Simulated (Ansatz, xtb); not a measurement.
**CH5BFSi: where a starting geometry ends**

The starting geometry of this gas-phase doublet was built from a drawn formula by distance geometry and a force field; its bonds are those of `F[CH][BH2-][SiH2+]`.

```yaml
atoms:
  - { symbol: C, position_ang: [-1.0885, 0.5992, -2.6379] }
  - { symbol: B, position_ang: [-0.8048, 0.4731, -1.0676] }
  - { symbol: F, position_ang: [-1.9790, 1.6017, -2.8453] }
  - { symbol: Si, position_ang: [0.1582, -1.1749, -0.6674] }
  - { symbol: H, position_ang: [-0.1113, 0.8123, -3.1416] }
  - { symbol: H, position_ang: [-1.8425, 0.4565, -0.4636] }
  - { symbol: H, position_ang: [-0.1643, 1.3663, -0.6650] }
  - { symbol: H, position_ang: [-0.4262, -2.2122, 0.2056] }
  - { symbol: H, position_ang: [1.4616, -1.4285, -1.3241] }
```

Q: Where would you expect an optimisation with r2SCAN-D4/def2-SVP to take it?

A: A new bond forms, giving a structure with H7 bridging Si4 and B2, given below by its coordinates. Distances that change by over a tenth: B2–H7 (1.17 → 1.32 Å). Contacts that close: Si4–H7 (2.56 → 1.75 Å).

The energy falls by 1.87 eV over 15 steps:

```csv
step,E − E(last) (eV)
1,1.874
3,0.935
4,0.729
6,0.249
7,0.074
9,0.012
10,0.004
12,0.001
13,0.000
15,0.000
```

Final geometry (Å):

```yaml
atoms:
  - { symbol: C, position_ang: [-0.9395, 1.0008, -2.5005] }
  - { symbol: B, position_ang: [-1.1471, 0.3149, -1.1819] }
  - { symbol: F, position_ang: [-1.9448, 1.5964, -3.1392] }
  - { symbol: Si, position_ang: [-0.0583, -1.3058, -0.8122] }
  - { symbol: H, position_ang: [-0.0068, 1.0732, -3.0791] }
  - { symbol: H, position_ang: [-2.1149, 0.4558, -0.4793] }
  - { symbol: H, position_ang: [0.0008, 0.4174, -0.5437] }
  - { symbol: H, position_ang: [0.1425, -1.6553, 0.6297] }
  - { symbol: H, position_ang: [1.2711, -1.4038, -1.5005] }
```

From the same start GFN2-xTB ends elsewhere, differing in C1–Si4 (1.96 against 2.99 Å here), Si4–H7 (2.72 against 1.75 Å here).

No frequencies were run, so the end isn't proven a minimum. Open shells are spin-unrestricted. Run with Ansatz 0.2.0, 84 s on 2 threads of Arm Neoverse V1 (shared host).
